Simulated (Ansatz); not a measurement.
Input and output for CH$_{3}$Cl$_{2}$In (`[CH3][In]([Cl])[Cl]`).

```yaml
crystal:
  periodic: [false, false, false]
  atoms:
    - {symbol: C, position_ang: [-0.232274, 1.103485, -0.112360]}
    - {symbol: In, position_ang: [0.196551, -0.967271, 0.102805]}
    - {symbol: Cl, position_ang: [1.981065, -1.815441, 1.323886]}
    - {symbol: Cl, position_ang: [-1.053600, -2.673158, -0.857733]}
    - {symbol: H, position_ang: [-1.273295, 1.227514, -0.405020]}
    - {symbol: H, position_ang: [-0.036948, 1.609087, 0.832136]}
    - {symbol: H, position_ang: [0.418500, 1.515794, -0.883714]}
basis:
  gaussian: {orbitals: def2-TZVPP, fitting: {mean_field: cc-pVTZ-jkfit}, final_grid: {core_spheres: 20, valence_spheres: 16, degree: 47}}
magnetization: {spin_polarized: true, initial_magnetization: 2}
hamiltonian: {xc: {name: r2SCAN}, dispersion: d3bj}
scf: {lower_state_search: off}
```

```sh
$ ansatz run in.yaml --threads 4 --pin off --events-out ev --progress --plain --max-ram 10444MiB
```

It prints (some lines left out):

```
Warning: the engine holds no damping parameters fitted to this dispersion correction and functional, so the run takes those fitted to r2scan beside the three-body term, which d3bj leaves out (hamiltonian.dispersion, under Limitations)
Functional definition: r2SCAN
Error: <dir> the basis set cc-pVTZ-JKFIT has no functions for In
```

It took 0.3 s on 4 threads of an Arm Neoverse V1 on a shared host, with 0.39 GiB of host memory at the peak.
